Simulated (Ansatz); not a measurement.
Basis-set extrapolation for BF$_{2}$H$_{6}$NSi$_{2}$, SMILES `FB(F)N([SiH3])[SiH3]` (PBE0-D4/def2-TZVP geometry, frozen core, the Gaussian-basis code of Ansatz). Multiplicity 1, RHF reference.

```json
{"": "HF", "def2-TZVPP": "-859.739452", "def2-QZVPP": "-859.770805"}
{"": "MP2 correlation", "def2-TZVPP": "-1.044225", "def2-QZVPP": "-1.132163"}
{"": "CCSD(T) correlation", "def2-TZVPP": "-1.126557", "def2-QZVPP": "not run"}
```

Energies in hartree. Use E(X) = E(∞) + A·exp(−7.88·√X) for Hartree–Fock and E(X) = E(∞) + B·X^(−2.97) for correlation, with X = 3 and 4, and add CCSD(T) minus MP2 of the smaller set to the MP2 limit.

What is the CCSD(T) energy at the basis-set limit?

HF limit: -859.770805 + (-0.031353) × 0.13774 = -859.77512. MP2 limit: -1.132163 + (-0.087938) × 0.74074 = -1.19730. Higher-order term: -1.126557 − (-1.044225) = -0.08233. Total: -861.05475 hartree, 495.5 kJ/mol below CCSD(T)/def2-TZVPP.
